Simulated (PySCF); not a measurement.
Screening by computed properties: pick the candidate that meets the target.

Each SMILES stands for a single optimised conformer of the isolated species, non-relativistic unless stated; the electronic structure was computed with PySCF and density fitting.

The conformers computed, where there is a choice (atom-mapped SMILES and torsion angles):
- `[CH3:1]/[N:2]=[CH:3]\[C@H:4]([F:5])[O:6][C:7]([F:8])([F:9])[F:10]`: N2–C3–C4–F5 -173°, C3–C4–O6–C7 -156°, C4–O6–C7–F8 59°
- `[CH2:1]=[CH:2][c:3]1[cH:4][cH:5][cH:6][c:7]([CH3:8])[cH:9]1`: C1–C2–C3–C4 0°

Question: Wanted: lowest singlet excitation above 5.1 eV (TDDFT wB97X-D/def2-SVPD) and static isotropic polarisability above 60 au (wB97X-D/def2-SVPD), at PBE0-D3(BJ)/def2-SVP geometries. Which candidate meets both?
A. `N[Si]N`
B. `C/N=C\[C@H](F)OC(F)(F)F`
C. `C#C[C@@]1(C)[C@@H]2[C@@H]3C[C@H]1[C@@H]32`
D. `C=Cc1cccc(C)c1`

Answer: C. Computed values:
```
                                  species  lowest singlet excitation  static isotropic polarisability
                  C/N=C\[C@H](F)OC(F)(F)F                    4.70 eV                          64.2 au
                           C=Cc1cccc(C)c1                    4.99 eV                         110.8 au
                                   N[Si]N                    5.24 eV                          49.4 au
C#C[C@@]1(C)[C@@H]2[C@@H]3C[C@H]1[C@@H]32                    6.53 eV                          94.3 au
```
